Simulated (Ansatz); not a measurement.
Gas-phase electronic energies from Ansatz, PBE0-D4/def2-TZVP geometries. CBS: MP2 limit from def2 TZ/QZ plus the TZ coupled-cluster correction, frozen cores. This one scheme is used for every species. Functionals use def2-TZVPP. Elements past krypton have def2 core potentials. For Sn outer-core shells are correlated without core-valence functions, which leaves a few kJ/mol of doubt a bond.

`[CH3][Sn]([CH3])([F])[F]` + HCl → `[CH3][Sn]([CH3])([F])[Cl]` + H–F  (ligand exchange at the Sn–F bond)

`[CH3][Sn]([CH3])([F])[F]`:

Z-matrix (Å, degrees):
```
C
Sn 1 2.114
H 1 1.089 2 107.8
H 1 1.089 2 110.0 3 119.5
H 1 1.090 2 110.0 3 -119.5
C 2 2.114 1 127.1 3 -179.9
F 2 1.922 1 106.1 3 -54.3
F 2 1.922 1 106.1 3 54.6
H 6 1.089 2 110.0 1 60.6
H 6 1.089 2 107.8 1 -179.9
H 6 1.089 2 110.0 1 -60.4
```

HCl:

```xyz
2

Cl    0.399    0.189   -0.462
H    -0.399   -0.189    0.462
```

`[CH3][Sn]([CH3])([F])[Cl]`:

```xyz
11

C     0.923    0.577   -1.579
Sn    0.313    0.228    0.418
C    -1.358   -0.954    0.961
F     1.824   -0.603    1.274
Cl    0.114    2.291    1.484
H     1.114   -0.374   -2.076
H     0.148    1.126   -2.112
H     1.838    1.168   -1.554
H    -1.382   -1.025    2.048
H    -1.260   -1.950    0.530
H    -2.274   -0.484    0.606
```

H–F:

```xyz
2

F     0.009    0.147   -0.436
H    -0.009   -0.147    0.436
```

Task: Is it downhill or uphill in electronic energy at CCSD(T)/CBS, and by how much? (An estimate is asked.)

Result: Ansatz gave: Downhill: ΔE = -0.36 eV.

Task: What do these levels give: r2SCAN-D4, PBE, SCS-MP2/def2-TZVPP, CCSD/def2-TZVPP, MP2/def2-QZVPP, CCSD/CBS(def2)? (Best estimate.)

Result: Ansatz gave: r2SCAN-D4 -0.30, PBE -0.27, SCS-MP2/def2-TZVPP -0.34, CCSD/def2-TZVPP -0.33, MP2/def2-QZVPP -0.41, CCSD/CBS(def2) -0.36 eV.

Largest T1 diagnostic among the species: 0.013.

The D4 term adds −0.06 eV with B3LYP and −0.03 eV with PBE0; it sums over pairs of atoms, weighted by their polarisabilities, and B3LYP, whose exchange is more repulsive, gets the larger term. From PBE to PBE0 (25 % exact exchange), in def2-TZVPP and without D4, ΔE moves by −0.07 eV.

B3LYP here is the variant with VWN-RPA as its local correlation; programs differ in this.
